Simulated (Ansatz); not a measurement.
## From F to Br: the vertical ionisation energy

All atoms of one element are swapped for its congeners: MgF2 `[F][Mg][F]`; MgCl2 `[Cl][Mg][Cl]`; MgBr2 `[Br][Mg][Br]`. All are singlets with charge 0.

Shapes, held fixed at every level: PBE0-D4/def2-TZVP. Programs: Ansatz 0.2.0. Values in eV.

```
              level   MgF2  MgBr2
  PBE-D4/def2-TZVPP  12.37  10.03
B3LYP-D4/def2-TZVPP  12.97  10.38
 PBE0-D4/def2-TZVPP  12.93  10.46
 wB97M-V/def2-TZVPP  13.49  10.93
 wB97X-V/def2-TZVPP  13.49  11.01
  B2PLYP/def2-TZVPP  13.34  10.62
```

(1) Estimate the column for MgCl2 from its neighbours.

Results:

(1) The mean of the neighbours at B2PLYP/def2-TZVPP is 11.98 eV, against 11.34 from the run: the member lies nearer Br. All rows: PBE-D4/def2-TZVPP 10.70; B3LYP-D4/def2-TZVPP 11.09; PBE0-D4/def2-TZVPP 11.16; wB97M-V/def2-TZVPP 11.67; wB97X-V/def2-TZVPP 11.74; B2PLYP/def2-TZVPP 11.34 eV. At B2PLYP/def2-TZVPP the vertical ionisation energy falls at every step, from 13.34 to 10.62 eV. Every level shows the same order. Relativity is left out for Br unless named. Correlated rows may include outer-core shells of Br, Mg, which these sets cover unevenly. Spin-orbit coupling, which grows down the group, is left out.
